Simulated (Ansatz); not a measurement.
A structure relaxed at r2SCAN-D4/def2-SVP in Ansatz, charge 0, singlet:

```xyz
23

C     0.684    1.899   -1.493
C     2.387   -0.602   -0.473
C    -0.716   -0.307    0.446
C    -0.203    0.332    1.741
C    -0.892   -1.817    0.644
C    -2.056    0.323    0.048
Ge    0.603    0.000   -1.014
H     0.145   -0.814   -2.250
H     1.439    2.060   -2.278
H     0.962    2.508   -0.619
H    -0.286    2.256   -1.873
H     2.379   -1.661   -0.173
H     2.756   -0.002    0.374
H     3.096   -0.488   -1.307
H    -0.934    0.186    2.560
H     0.750   -0.113    2.070
H    -0.049    1.419    1.632
H     0.055   -2.308    0.926
H    -1.267   -2.308   -0.269
H    -1.619   -2.019    1.453
H    -2.442   -0.094   -0.898
H    -1.975    1.416   -0.074
H    -2.819    0.135    0.827
```

Q: Give its formula, name or SMILES.

A: GeHMe2(tBu) (C6H16Ge).

Q: Summarise the bond lengths by kind (pairs closer than 1.2 times the sum of covalent radii, bridged metal pairs left out).

A: 3 × C–Ge 1.96 to 1.99 Å; 3 × C–C 1.53 Å; 15 × C–H 1.10 to 1.11 Å; 1 × Ge–H 1.55 Å.

Another isomer (singlet) lies 0.20 eV lower at PBE0-D4/def2-TZVP; other spin states weren't run for this one.
